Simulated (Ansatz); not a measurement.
Molecule: sum formula H$_{2}$SiO$_{3}$Br, net charge -1, singlet state. It need not be the lowest isomer of its formula. Whether it binds its extra electron was not tested at this geometry. 
Geometry from a B3LYP-D3(BJ)/def2-TZVP (Ansatz, a quantum-chemistry and plane-wave program) optimisation:
SMILES: [O-][Si](O)(O)Br
```xyz
7

Si     0.2610    -0.1345    -0.9351
Br    -0.3280     0.3709     1.3234
O      0.7523     1.1327    -1.6610
O     -1.1063    -0.9025    -1.5023
O      1.2731    -1.4391    -0.7022
H     -1.6275    -0.2694    -2.0038
H      2.0994    -1.1601    -0.2997
```
Charge -1, spin multiplicity 1.

Basis-set convergence of Hartree-Fock and CCSD(T) correlation energies (hartree) with Ansatz. Correlated levels leave the core frozen unless marked. Spin-orbit coupling is left out. Frozen are the shells of the preceding noble gas and the d and f shells that filled before the atom's block. No relativistic terms. This anion needs diffuse functions, which these sets lack.

```tsv
basis	functions	E(HF)	E(corr, CCSD(T))	rough core time
def2-SVP	102	-3086.72594	-0.81145	under 20 s
def2-TZVPP	211	?	?	2.4 min
```

Problem. What belongs in the gaps?

Solution. 
- def2-TZVPP, E(HF): -3087.46218
- def2-TZVPP, E(corr, CCSD(T)): -1.06169
